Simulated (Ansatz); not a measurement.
Computed with Ansatz on PBE0-D4/def2-TZVP structures; ΔE is electronic, products minus reactants. CCSD(T)/CBS is the MP2 limit (def2-TZVPP, def2-QZVPP) plus CCSD(T) − MP2 in def2-TZVPP, frozen cores. Functionals use def2-TZVPP. B3LYP here is the variant with VWN-RPA as its local correlation; programs differ in this. One conformer a species, not always the lowest.

Reaction (redistribution): `C=C([SiH3])C[SiH3]` + `O=C[SiH](F)[SiH3]` → `O=C[SiH]([SiH3])[SiH3]` + `C=C(F)C[SiH3]`

CCSD(T)/CBS gives +40.9 kcal/mol.

Task: Another level gave +43.2 kcal/mol. Which?
A. B3LYP-D4/def2-TZVPP
B. B2PLYP/def2-TZVPP
C. r2SCAN-D4/def2-TZVPP
D. MP2/def2-TZVPP

Result: D. MP2/def2-TZVPP 43.2, B3LYP-D4 38.2, r2SCAN-D4 35.6, B2PLYP 39.7 kcal/mol.

Largest T1 diagnostic among the species: 0.016.

From PBE to PBE0 (25 % exact exchange), in def2-TZVPP and without D4, ΔE moves by +2.1 kcal/mol. The D4 term adds +0.9 kcal/mol with B3LYP and +0.4 kcal/mol with PBE0; it sums over pairs of atoms, weighted by their polarisabilities, and B3LYP, whose exchange is more repulsive, gets the larger term.
